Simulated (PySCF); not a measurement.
**Radial density of As³⁺ (arsenic, charge +3)**

UHF, [Ar] 3d10 4s2, closed-shell 1S. Computed with PySCF 2.14 in x2c-QZVPPall with one added diffuse shell each of s, p, d, f type (12s9p6d5f1g, 113 functions), with scalar relativity by spin-free X2C-1e.

```tsv
r (bohr)	4πr²ρ (e/bohr)
0.000778	0.3018
0.00131	0.7548
0.00220	1.848
0.00370	4.369
0.00623	9.715
0.0105	19.43
0.0176	32.51
0.0297	40.72
0.0499	35.67
0.0839	35.25
0.141	47.74
0.237	30.67
0.399	28.10
0.671	24.12
1.13	5.615
1.90	1.423
3.20	0.1289
5.37	0.0003159
```

Densities and radii are taken from the X2C orbitals without a picture-change correction, which distorts them close to the nucleus.
